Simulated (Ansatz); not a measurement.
A run for Ansatz (a program for electronic structure): R-CCSD(T)/cc-pV(D+d)Z on AlClH3N (SMILES [NH2][AlH][Cl]), a point of a torsion scan. Files ending in .json are basis or fitting sets from the Basis Set Exchange.

Ansatz 0.2 input:
```yaml
crystal:
  periodic: [false, false, false]
  atoms:
    - {symbol: N, position_ang: [-0.98912979, -0.16132491, -0.02738215]}
    - {symbol: Al, position_ang: [0.72262034, 0.30753648, -0.05812409]}
    - {symbol: Cl, position_ang: [1.42289702, 2.01322327, -0.89547306]}
    - {symbol: H, position_ang: [-1.43031902, -0.72155866, 0.68937176]}
    - {symbol: H, position_ang: [-1.71488286, 0.16364835, -0.65634238]}
    - {symbol: H, position_ang: [1.72808218, -0.62933134, 0.59615119]}
basis:
  gaussian:
    orbitals: cc-pV_D+d_Z.json
magnetization: {spin_polarized: false}
correlation: {method: ccsd_t, electrons: outside_noble_gas}
scf: {lower_state_search: off}
```

Question: What total energy does the run end on?

Answer: -758.1463 hartree (reference determinant -757.7298, T1 diagnostic 0.011).
